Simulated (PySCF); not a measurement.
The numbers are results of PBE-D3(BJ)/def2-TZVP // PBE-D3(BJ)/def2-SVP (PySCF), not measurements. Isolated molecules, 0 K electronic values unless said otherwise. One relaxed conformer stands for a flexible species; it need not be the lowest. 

Reference species: [Nb(NH2)5] (neutral, multiplicity 1).

```yaml
LUMO: -1.72 eV
HOMO–LUMO gap: 3.42 eV
charge on the central atom (Mulliken): 1.59 e
```

Changed species: [Nb(OH)3(NH2)2] (2 of 5 OH replaced by NH2; the reference has 5 of 5 OH replaced by NH2).

Problem. Give the shifts of the LUMO, HOMO–LUMO gap and charge on the central atom (Mulliken).

Solution. the LUMO drops by 0.48 eV, to -2.20 eV; the HOMO–LUMO gap falls by 0.19 eV, to 3.23 eV; the charge on the central atom (Mulliken) rises by 0.04 e, to 1.63 e.
